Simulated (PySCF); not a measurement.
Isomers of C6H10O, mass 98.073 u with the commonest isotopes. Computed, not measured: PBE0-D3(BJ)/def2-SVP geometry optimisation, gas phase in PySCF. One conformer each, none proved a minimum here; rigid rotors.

**Question.** Order these by out-of-plane moment Σ m c² = (Ia + Ib − Ic)/2, smallest first.
A. `[CH3:1][C:2](=[O:3])[CH:4]=[C:5]([CH3:6])[CH3:7]` with C1–C2–C4–C5 179°
B. `[CH3:1][C:2]1=[CH:3][CH2:4][CH2:5][CH2:6][O:7]1` with C2–C3–C4–C5 -13°, C3–C4–C5–C6 43°, C4–C5–C6–O7 -60°, C5–C6–O7–C2 45°
C. `[CH2:1]=[C:2]=[CH:3][C@H:4]([CH3:5])[O:6][CH3:7]` with C2–C3–C4–C5 -117°, C3–C4–O6–C7 -69°
D. `[CH3:1][O:2][CH:3]1[C:4]([CH3:5])=[C:6]1[CH3:7]` with C1–O2–C3–C4 153°
E. `[CH2:1]=[CH:2][C:3](=[CH2:4])[CH2:5][O:6][CH3:7]` with C1–C2–C3–C4 180°, C2–C3–C5–O6 180°, C3–C5–O6–C7 180°
F. `[OH:1][C@H:2]1[CH2:3][CH:4]=[CH:5][CH2:6][CH2:7]1` with H–O1–C2–C3 -64°, O1–C2–C3–C4 170°, C2–C3–C4–C5 -14°, C4–C5–C6–C7 -14°, C5–C6–C7–C2 45°
G. `[CH2:1]=[CH:2][CH2:3][CH2:4][C:5]([CH3:6])=[O:7]` with C1–C2–C3–C4 -118°, C2–C3–C4–C5 -179°, C3–C4–C5–C6 -177°

**Answer.** E (3.20 u·Å²), A (4.72 u·Å²), B (10.28 u·Å²), F (10.85 u·Å²), D (13.64 u·Å²), G (14.14 u·Å²), C (16.03 u·Å²).

**Question.** Order these by rotational constant B, smallest first.
A. `[CH3:1][C:2](=[O:3])[CH:4]=[C:5]([CH3:6])[CH3:7]` with C1–C2–C4–C5 179°
B. `[CH2:1]=[CH:2][C:3](=[CH2:4])[CH2:5][O:6][CH3:7]` with C1–C2–C3–C4 180°, C2–C3–C5–O6 180°, C3–C5–O6–C7 180°
C. `[CH2:1]=[CH:2]/[CH:3]=[CH:4]\[CH2:5][O:6][CH3:7]` with C1–C2–C3–C4 180°, C3–C4–C5–O6 -177°, C4–C5–O6–C7 180°
D. `[OH:1][C@H:2]1[CH2:3][CH:4]=[CH:5][CH2:6][CH2:7]1` with H–O1–C2–C3 -64°, O1–C2–C3–C4 170°, C2–C3–C4–C5 -14°, C4–C5–C6–C7 -14°, C5–C6–C7–C2 45° (3-cyclohexen-1-ol)
E. `[CH2:1]=[CH:2][CH2:3][CH2:4][C:5]([CH3:6])=[O:7]` with C1–C2–C3–C4 -118°, C2–C3–C4–C5 -179°, C3–C4–C5–C6 -177° (5-hexen-2-one)
F. `[CH3:1][O:2][CH:3]1[C:4]([CH3:5])=[C:6]1[CH3:7]` with C1–O2–C3–C4 153°
G. `[CH3:1][C:2]1=[CH:3][CH2:4][CH2:5][CH2:6][O:7]1` with C2–C3–C4–C5 -13°, C3–C4–C5–C6 43°, C4–C5–C6–O7 -60°, C5–C6–O7–C2 45°
H. `[CH2:1]=[C:2]=[CH:3][C@H:4]([CH3:5])[O:6][CH3:7]` with C2–C3–C4–C5 -117°, C3–C4–O6–C7 -69°

**Answer.** C (979.6 MHz), E (1132 MHz), B (1556 MHz), A (1633 MHz), H (1721 MHz), F (2024 MHz), D (2362 MHz), G (2422 MHz).

**Question.** Order these by rotational constant A, smallest first.
A. `[CH2:1]=[CH:2][CH2:3][CH2:4][C:5]([CH3:6])=[O:7]` with C1–C2–C3–C4 -118°, C2–C3–C4–C5 -179°, C3–C4–C5–C6 -177°
B. `[OH:1][C@H:2]1[CH2:3][CH:4]=[CH:5][CH2:6][CH2:7]1` with H–O1–C2–C3 -64°, O1–C2–C3–C4 170°, C2–C3–C4–C5 -14°, C4–C5–C6–C7 -14°, C5–C6–C7–C2 45° (3-cyclohexen-1-ol)
C. `[CH3:1][O:2][CH:3]1[C:4]([CH3:5])=[C:6]1[CH3:7]` with C1–O2–C3–C4 153°
D. `[CH2:1]=[C:2]=[CH:3][C@H:4]([CH3:5])[O:6][CH3:7]` with C2–C3–C4–C5 -117°, C3–C4–O6–C7 -69°
E. `[CH2:1]=[CH:2][C:3](=[CH2:4])[CH2:5][O:6][CH3:7]` with C1–C2–C3–C4 180°, C2–C3–C5–O6 180°, C3–C5–O6–C7 180°
F. `[CH3:1][C:2]1=[CH:3][CH2:4][CH2:5][CH2:6][O:7]1` with C2–C3–C4–C5 -13°, C3–C4–C5–C6 43°, C4–C5–C6–O7 -60°, C5–C6–O7–C2 45°
G. `[CH2:1]=[CH:2]/[CH:3]=[CH:4]\[CH2:5][O:6][CH3:7]` with C1–C2–C3–C4 180°, C3–C4–C5–O6 -177°, C4–C5–O6–C7 180°

**Answer.** C (3400 MHz), D (3785 MHz), B (4603 MHz), F (4822 MHz), E (4974 MHz), A (7493 MHz), G (10053 MHz).

```json
{"SMILES": "C=CC(=C)COC", "point group": "Cs", "Ia (u·Å²)": "101.61", "Ib (u·Å²)": "324.82", "Ic (u·Å²)": "420.02", "κ": "-0.81", "μa (D)": "0.34", "μb (D)": "1.15", "μc (D)": "0.00"}
{"SMILES": "CC(=O)C=C(C)C", "point group": "–", "Ia (u·Å²)": "100.55", "Ib (u·Å²)": "309.44", "Ic (u·Å²)": "400.56", "κ": "-0.80", "μa (D)": "1.70", "μb (D)": "2.30", "μc (D)": "0.03"}
{"SMILES": "COC1C(C)=C1C", "point group": "C1", "Ia (u·Å²)": "148.62", "Ib (u·Å²)": "249.64", "Ic (u·Å²)": "370.99", "κ": "-0.35", "μa (D)": "0.70", "μb (D)": "1.19", "μc (D)": "0.35"}
{"SMILES": "C=C/C=C\\COC", "point group": "near Cs", "Ia (u·Å²)": "50.27", "Ib (u·Å²)": "515.91", "Ic (u·Å²)": "559.70", "κ": "-0.98", "μa (D)": "0.16", "μb (D)": "1.24", "μc (D)": "0.07"}
{"SMILES": "C=CCCC(C)=O", "point group": "C1", "Ia (u·Å²)": "67.45", "Ib (u·Å²)": "446.47", "Ic (u·Å²)": "485.63", "κ": "-0.97", "μa (D)": "0.04", "μb (D)": "2.65", "μc (D)": "0.13"}
{"SMILES": "O[C@H]1CC=CCC1", "point group": "C1", "Ia (u·Å²)": "109.79", "Ib (u·Å²)": "213.96", "Ic (u·Å²)": "302.04", "κ": "-0.53", "μa (D)": "0.98", "μb (D)": "0.06", "μc (D)": "1.08"}
{"SMILES": "CC1=CCCCO1", "point group": "C1", "Ia (u·Å²)": "104.80", "Ib (u·Å²)": "208.67", "Ic (u·Å²)": "292.91", "κ": "-0.55", "μa (D)": "0.77", "μb (D)": "0.23", "μc (D)": "0.19"}
{"SMILES": "C=C=C[C@H](C)OC", "point group": "C1", "Ia (u·Å²)": "133.51", "Ib (u·Å²)": "293.65", "Ic (u·Å²)": "395.11", "κ": "-0.65", "μa (D)": "0.84", "μb (D)": "0.34", "μc (D)": "0.52"}
```
